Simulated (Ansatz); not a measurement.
Sn(F)(Cl)(OH)2 (ClFH2O2Sn), SMILES [Cl][Sn]([OH])([F])[OH].

The structure is a stationary point at PBE0-D3(BJ)/def2-SVP. The structure was generated by enumeration; whether it is a known compound was not checked. The def2 effective core potentials stand for the cores of Sn; spin–orbit coupling is left out. One conformer was computed; it need not be the lowest.

Two levels are set side by side: PBE/def2-SVPD (Ansatz, a quantum-chemistry and plane-wave program) and CAM-B3LYP/def2-SVPD (Ansatz). Energy differences of separate SCF runs at the same geometry; the states with an electron removed or added have multiplicity 2 and 2. Differences are taken from unrounded values.

| quantity | CAM-B3LYP | PBE | PBE minus CAM-B3LYP |
|---|---|---|---|
| vertical ionisation energy (eV) | 12.30 | 11.17 | -1.12 |
| vertical electron affinity (eV) | 1.14 | 1.21 | 0.07 |
| vertical singlet–triplet gap (eV) | 5.40 | 4.38 | -1.03 |
